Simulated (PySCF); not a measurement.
The group X on silaethenyl-X is varied. Isolated molecules, 0 K electronic values unless said otherwise. One relaxed conformer stands for each flexible species; it need not be the lowest. Strings in code marks are SMILES.

The T1 excitation (TDA) from two functionals at the same geometries (PBE0-D3(BJ)/def2-TZVP), both in PySCF: PBE-D3(BJ)/def2-TZVP and PBE0-D3(BJ)/def2-TZVP. Excitations are Tamm–Dancoff values on a coarser integration grid. The basis has no diffuse functions, so Rydberg states are missing or too high.

```json
[
 {"species": "X = isopropyl", "PBE0-D3(BJ)/def2-TZVP (eV)": "2.80"},
 {"species": "X = fluoro (`C=[SiH]F`)", "PBE0-D3(BJ)/def2-TZVP (eV)": "3.12"},
 {"species": "X = amino", "PBE0-D3(BJ)/def2-TZVP (eV)": "3.21"},
 {"species": "X = formyl (`C=[SiH]C=O` (C–Si–C–O torsion 0°))", "PBE0-D3(BJ)/def2-TZVP (eV)": "1.94"},
 {"species": "X = acetyl (`C=[SiH]C(=O)C` (C–Si–C–O torsion 0°))", "PBE0-D3(BJ)/def2-TZVP (eV)": "2.09"},
 {"species": "X = carboxy", "PBE0-D3(BJ)/def2-TZVP (eV)": "2.29"},
 {"species": "X = methylthio (`C=[SiH]SC` (C–Si–S–C torsion 0°))", "PBE0-D3(BJ)/def2-TZVP (eV)": "2.90"},
 {"species": "X = ethynyl (`C=[SiH]C#C`)", "PBE0-D3(BJ)/def2-TZVP (eV)": "2.40"},
 {"species": "X = borono", "PBE0-D3(BJ)/def2-TZVP (eV)": "2.21"},
 {"species": "X = siloxy", "PBE0-D3(BJ)/def2-TZVP (eV)": "3.14"}
]
```

Q: What does PBE-D3(BJ)/def2-TZVP give for each?

A: 
- X = isopropyl: 2.87
- X = fluoro (`C=[SiH]F`): 3.15
- X = amino: 3.20
- X = formyl (`C=[SiH]C=O` (C–Si–C–O torsion 0°)): 1.93
- X = acetyl (`C=[SiH]C(=O)C` (C–Si–C–O torsion 0°)): 2.11
- X = carboxy: 2.35
- X = methylthio (`C=[SiH]SC` (C–Si–S–C torsion 0°)): 2.93
- X = ethynyl (`C=[SiH]C#C`): 2.44
- X = borono: 2.32
- X = siloxy: 3.14
Over these rows, drawn at random from the members with no instability flagged (it was tested for open shells, ions and some series alone), PBE minus PBE0-D3(BJ): mean +0.03 eV, from -0.02 eV to +0.11 eV.
